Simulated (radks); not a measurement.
Task: Ca0.5+, 19.5 electrons, occupied as [Ne] 3s2 3p5.5 4s2 (fractional occupations, a model configuration). All-electron calculation, Dirac Kohn-Sham, PBE, spin-unpolarised, spherical densities, point nucleus; open shells are shared between the two j in proportion to 2j + 1. Program: a radial shooting solver on a logarithmic mesh with Libxc functionals.

Spin-orbit splittings of the eigenvalues, e(l+1/2) - e(l-1/2), with zeta = 2 splitting/(2l+1) and mean radii in bohr:

shell  occ.  splitting (eV)  zeta (eV)  <r> j=l-1/2  <r> j=l+1/2
2p        6           3.690      2.460       0.3259       0.3285
3p      5.5               ?          ?        1.241        1.248

Estimate the 3p splitting.

Result: 0.3998 eV (zeta = 0.2665 eV).
